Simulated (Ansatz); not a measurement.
Basis-set extrapolation for CH$_{8}$OSSi$_{2}$, SMILES `CO[SiH2]S[SiH3]` (PBE0-D4/def2-TZVP geometry, frozen core, Ansatz). Multiplicity 1, RHF reference.

```
                       def2-TZVPP    def2-QZVPP
                 HF  -1092.956766  -1092.992041
    MP2 correlation     -0.838626     -0.904223
CCSD(T) correlation     -0.937924       not run
```

Energies in hartree. Use E(X) = E(∞) + A·exp(−7.88·√X) for Hartree–Fock and E(X) = E(∞) + B·X^(−2.97) for correlation, with X = 3 and 4, and add CCSD(T) minus MP2 of the smaller set to the MP2 limit.

Task: What is the CCSD(T) energy at the basis-set limit?

Result: HF limit: -1092.992041 + (-0.035275) × 0.13774 = -1092.99690. MP2 limit: -0.904223 + (-0.065597) × 0.74074 = -0.95281. Higher-order term: -0.937924 − (-0.838626) = -0.09930. Total: -1094.04901 hartree, 405.2 kJ/mol below CCSD(T)/def2-TZVPP.
